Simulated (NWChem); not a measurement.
Molecule: 1,1-difluoroethane (C2H4F2); SMILES C(F)(C)F

```xyz
8

C     -0.1131     1.3665     0.0000
C      0.3508    -0.0603     0.0000
F     -0.1228    -0.7055    -1.0922
F     -0.1228    -0.7055     1.0922
H     -1.2122     1.3880     0.0000
H      0.2563     1.8863    -0.8945
H      0.2563     1.8863     0.8945
H      1.4515    -0.1625     0.0000
```
Atoms are numbered in this order, from 1.

All runs use the structure optimised with PBE0/def2-SVP.

Task: Give the principal values of the shielding tensors (ppm) of C1, C2, F3 from PBE0/pcSseg-1, GIAO (NWChem), with their diamagnetic and paramagnetic parts as GIAO splits them.

Result: 
```tsv
atom	σ11	σ22	σ33	isotropic	diamagnetic	paramagnetic
C1	145.0	154.8	185.7	161.9	251.1	-89.3
C2	45.4	68.7	86.8	67.0	241.7	-174.7
F3	203.2	331.2	374.7	303.0	475.3	-172.2
```
